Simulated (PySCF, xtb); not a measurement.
InI3, SMILES [In]([I])([I])[I].

Harmonic wavenumbers (cm⁻¹) from GFN2-xTB in xtb at its own minimum, in rising order: 46, 46, 56, 150, 251, 251.

Question: What does PBE-D3(BJ)/def2-SVP in PySCF give at its own minimum? (Estimate from the structure and the level; the computed values follow.)

Answer: 44, 44, 60, 139, 221, 221. Paired by order, the mean absolute difference is 13 cm⁻¹ and the zero-point energies are 1.1 and 1.0 kcal/mol.
